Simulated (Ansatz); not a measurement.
Potential energy curve for SMILES BN. The N1–B4 bond (N1 also carries H, H; B4 carries H, H) is varied alone, starting from the PBE0/def2-TZVP optimised geometry.

- RKS-PBE = restricted PBE/cc-pVTZ run with Ansatz (an electronic-structure program)
- UKS-PBE = unrestricted PBE/cc-pVTZ in Ansatz
- UKS-PBE0 = unrestricted PBE0/cc-pVTZ (Ansatz)
- UCCSD(T) = CCSD(T) on UHF/cc-pVTZ, frozen core run with Ansatz

Energies relative to the lowest point of each curve near equilibrium, in kJ/mol; the last columns give the difference from UCCSD(T):

```
R / Å  RKS-PBE  UKS-PBE  UKS-PBE0  UCCSD(T)  RKS-PBE − UCCSD(T)  UKS-PBE − UCCSD(T)  UKS-PBE0 − UCCSD(T)
-----  -------  -------  --------  --------  ------------------  ------------------  -------------------
1.11     287.5    287.5     280.5     297.0                -9.5                -9.5                -16.5
1.18     140.2    140.2     134.3     145.2                -5.0                -5.0                -10.9
1.22      85.1     85.1      80.1      88.3                -3.2                -3.2                 -8.2
1.33       9.0      9.0       7.1       9.5                -0.5                -0.5                 -2.4
1.38       0.3      0.3       0.0       0.3                 0.0                 0.0                 -0.3
1.40       0.0      0.0       0.4       0.0                 0.0                 0.0                  0.4
1.48      13.0     13.0      16.3      13.4                -0.4                -0.4                  2.9
1.54      33.6     33.6      39.2      34.8                -1.2                -1.2                  4.4
1.61      65.3     65.3      73.7      67.9                -2.6                -2.6                  5.8
1.71     119.0    119.0     131.4     124.1                -5.2                -5.2                  7.2
1.87     212.4    212.4     231.4     222.6               -10.2               -10.2                  8.8
2.10     342.0    342.0     370.4     360.2               -18.2               -18.2                 10.3
2.25     417.3    417.3     452.0     440.7               -23.4               -23.4                 11.2
2.51     527.5    527.4     572.9         —                   —                   —                    —
2.74     604.4    599.9     640.9         —                   —                   —                    —
3.04     680.2    644.3     637.8         —                   —                   —                    —
3.38     735.8    643.0     631.3         —                   —                   —                    —
3.78     750.0    640.5     628.1         —                   —                   —                    —
4.10     754.3    639.7     626.9         —                   —                   —                    —
4.86     758.7    639.3     626.1         —                   —                   —                    —
```

RKS-PBE is furthest from UCCSD(T) at 2.25 (-23.4 kJ/mol, below); its mean absolute difference over the points is 6.1 kJ/mol.

UKS-PBE is furthest from UCCSD(T) at 2.25 (-23.4 kJ/mol, below); its mean absolute difference over the points is 6.1 kJ/mol.

UKS-PBE0 is furthest from UCCSD(T) at 1.11 (-16.5 kJ/mol, below); its mean absolute difference over the points is 6.9 kJ/mol.

Dashes: no converged value, or the column stops at the first point that the program doubted or that broke a chosen test of continuity, which isn't proof of a fault.

The restricted form behind RKS-PBE keeps the bonding electrons paired and can't separate into open-shell fragments. The unrestricted determinant behind UKS-PBE, UCCSD(T) is spin-contaminated at 2.51 to 4.86 Å (<S²> up to 1.0, against 0.00 for a pure singlet). The unrestricted determinant behind UKS-PBE0 is spin-contaminated at 2.74 to 4.86 Å (<S²> up to 1.0, against 0.00 for a pure singlet).
